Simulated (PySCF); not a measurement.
Spectrum to structure. Theory: TDDFT PBE0/def2-SVPD, vertical, gas phase, core orbitals frozen in the response (PySCF 2.14.0, density-fitted response routines). Geometries: GFN2-xTB, one conformer each.

```json
{"state": "S1", "ν̃ (cm⁻¹)": "59170", "f": "0.0010", "main configurations (H = HOMO, L = LUMO)": "H→L (56%), H→L+1 (34%)"}
{"state": "S2", "ν̃ (cm⁻¹)": "59430", "f": "0.0020", "main configurations (H = HOMO, L = LUMO)": "H-1→L (55%), H-1→L+1 (35%)"}
{"state": "S3", "ν̃ (cm⁻¹)": "64220", "f": "0.026", "main configurations (H = HOMO, L = LUMO)": "H→L+1 (61%), H→L (33%)"}
{"state": "S4", "ν̃ (cm⁻¹)": "64610", "f": "0.016", "main configurations (H = HOMO, L = LUMO)": "H-1→L+1 (58%), H-1→L (35%)"}
{"state": "S5", "ν̃ (cm⁻¹)": "68310", "f": "0.0008", "main configurations (H = HOMO, L = LUMO)": "H→L+2 (69%), H→L+3 (26%)"}
{"state": "S6", "ν̃ (cm⁻¹)": "68750", "f": "0.042", "main configurations (H = HOMO, L = LUMO)": "H-1→L+2 (67%), H-1→L+3 (25%)"}
```

Question: Which candidate is it?
A. `P[Si](P)(Cl)CCCl`
B. `CC([C@@H](Cl)C)C`
C. `C=CC[Si](P)(P)Cl`
D. `P[Si](P)(Cl)CCl`

Answer: B. Its S1, at 7.34 eV, is the highest among the candidates; the nearest of the others has S1 at 5.95 eV. S1 is HOMO→LUMO (56%), HOMO→LUMO+1 (34%). Löwdin shares by element: HOMO chlorine 71%, carbon 15% or more; LUMO carbon 32% or more, chlorine 22% (atoms not listed hold the other 46%). At the same level the other candidates give, for their lowest levels:
- `C=CC[Si](P)(P)Cl`: 5.91 eV (f 0.083); 5.93 eV (f 0.016); 5.97 eV (f 0.017); 6.14 eV (f 0.112); 6.20 eV (f 0.083); T1 4.16 eV; HOMO -7.14, LUMO -0.40 eV
- `P[Si](P)(Cl)CCl`: 5.95 eV (f 0.136); 6.06 eV (f 0.002); 6.39 eV (f 0.037); 6.51 eV (f 0.002); 6.60 eV (f 0.082); T1 4.96 eV; HOMO -7.53, LUMO -0.58 eV
- `P[Si](P)(Cl)CCCl`: 5.87 eV (f 0.023); 6.11 eV (f 0.019); 6.28 eV (f 0.047); 6.51 eV (f 0.013); 6.52 eV (f 0.014); T1 5.17 eV; HOMO -7.45, LUMO -0.37 eV

The values belong to the conformer `[CH3:1][CH:2]([CH3:3])[C@H:4]([CH3:5])[Cl:6]`: C1–C2–C4–C5 -178°.
Triplets come from the Tamm–Dancoff approximation.
